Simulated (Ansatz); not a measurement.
(LiF)n: gap (eV) at several levels, gas phase, relaxed structures; Ansatz. Clusters are the lowest isomers that short searches found in that spin, judged at the geometry's level. A dash marks a value that wasn't run or was left out as unsound. The structures are stationary points that may keep the symmetry of their start.

```tsv
species	state	geometry	LDA (SPW92)/def2-TZVP	PBE-D4/def2-SVP	PBE-D4/def2-TZVP	r2SCAN-D4/def2-TZVPD	PBE0-D4/def2-SVP	ωB97X-V/def2-TZVP
(LiF)2 ring (Li2F2)	singlet	r2SCAN-D4/def2-TZVP	6.24	5.39	5.86	6.98	7.95	–
(LiF)4 cube (Li4F4)	singlet	r2SCAN-D4/def2-SVP	6.98	6.33	6.63	7.51	8.93	13.06
(LiF)4 ring (Li4F4)	singlet	PBE-D4/def2-SVP	6.86	6.20	6.60	7.62	8.75	13.03
Li3F3	singlet	r2SCAN-D4/def2-TZVP	6.85	6.12	6.53	7.56	8.66	12.93
```

Over the 3 species that have every level, the mean is 6.90 at LDA (SPW92)/def2-TZVP, 6.21 at PBE-D4/def2-SVP, 6.59 at PBE-D4/def2-TZVP, 7.56 at r2SCAN-D4/def2-TZVPD, 8.78 at PBE0-D4/def2-SVP, 13.01 at ωB97X-V/def2-TZVP. Orbital gaps grow with the share of exact exchange and aren't one observable across functionals.
